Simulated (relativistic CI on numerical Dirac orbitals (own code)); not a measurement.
## Radial parameters of In23+

These numbers are calculated, not measured: Dirac-Coulomb-Breit CI, separate exchange-only KLI orbitals for each configuration, QED by a radiative potential, unscaled Slater integrals (own radial code, finite nucleus).

Slater integrals F^k, G^k are unscaled and averaged over j, outside the closed core [Ne]; ζ comes from projecting the Hamiltonian with its Breit term on Σ l·s of the shell.

- 3s2 3p6 3d8: F^2(3d,3d) = 329680, F^4(3d,3d) = 211560, ζ(3d) = 26616 cm⁻¹; <r>(3d) = 0.3053, <r^2>(3d) = 0.1093 (bohr units).
- 3s2 3p5 3d9: ζ(3p) = 219650, F^2(3p,3d) = 296940, G^1(3p,3d) = 332270, G^3(3p,3d) = 216670, ζ(3d) = 26245 cm⁻¹; <r>(3p) = 0.3337, <r^2>(3p) = 0.1287, <r>(3d) = 0.306, <r^2>(3d) = 0.1098 (bohr units).
- 3s2 3p4 3d10: F^2(3p,3p) = 297630, ζ(3p) = 219510 cm⁻¹; <r>(3p) = 0.3341, <r^2>(3p) = 0.1291 (bohr units).

(1) Give the Racah parameters of the d shell in 3s2 3p6 3d8.

Averages of the first 10 configurations, taken without configuration mixing, which lowers the lowest level and can move excited configurations by several eV; other configurations of the list can lie among them:

```
 Configuration  Parity  States  Average energy above the lowest level (eV)
   3s2 3p6 3d8    even      45                                        10.9
   3s2 3p5 3d9     odd      60                                       234.6
  3s2 3p4 3d10    even      15                                       462.7
    3s 3p6 3d9    even      20                                       383.4
      3p6 3d10    even       1                                       762.0
   3s 3p5 3d10     odd      12                                       605.8
3s2 3p6 3d7 4s    even     240                                       483.9
3s2 3p6 3d7 4p     odd     720                                       535.9
3s2 3p6 3d7 4d    even    1200                                       612.0
3s2 3p4 3d9 4s    even     300                                       926.4
```

Results:

(1) B = F²/49 − 5F⁴/441 = 4330 cm⁻¹ and C = 35F⁴/441 = 16791 cm⁻¹.
